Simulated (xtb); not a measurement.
C$_{5}$H$_{11}$Si (SMILES C=[C][Si](C)(C)C), doublet, at a GFN2-xTB geometry. Base run: GFN0-xTB (xtb 6.7.1).

xtb was given this input:
```
$ xtb mol.xyz --gfn 0 --uhf 1 --json

# file mol.xyz
17

C      2.06786214     1.74813003    -0.40400846
C      0.94744866     1.17771277    -0.10424235
Si    -0.26267662    -0.19972994     0.05641011
C     -0.70919004    -0.37488162     1.90150174
C     -1.80525477     0.25556010    -0.96722848
C      0.42809799    -1.87456898    -0.57640950
H      2.24392170     2.80739708    -0.24657127
H      2.92197778     1.22572443    -0.83410363
H     -1.43197317    -1.17002222     2.05988663
H     -1.13933223     0.54240514     2.29074624
H      0.16790572    -0.60475005     2.49848666
H     -2.25043938     1.18136668    -0.61700064
H     -1.55643430     0.38754955    -2.01566091
H     -2.56445753    -0.51865903    -0.90469755
H      1.31483648    -2.16476627    -0.02132360
H     -0.30374718    -2.67051690    -0.47201190
H      0.70143109    -1.81122300    -1.62516930
```

Variants of this job, named by their change:

| change | ΔE vs base (mEh) |
|---|---|
| base | 0.000 |
| acc = 1000 | 0.000 |
| etemp = 1000 | 0.000 |
| etemp = 10000 | -51.850 |
| acc = 0.0001 | 0.000 |
| acc = 30 | 0.000 |
| acc = 0.1 | 0.000 |
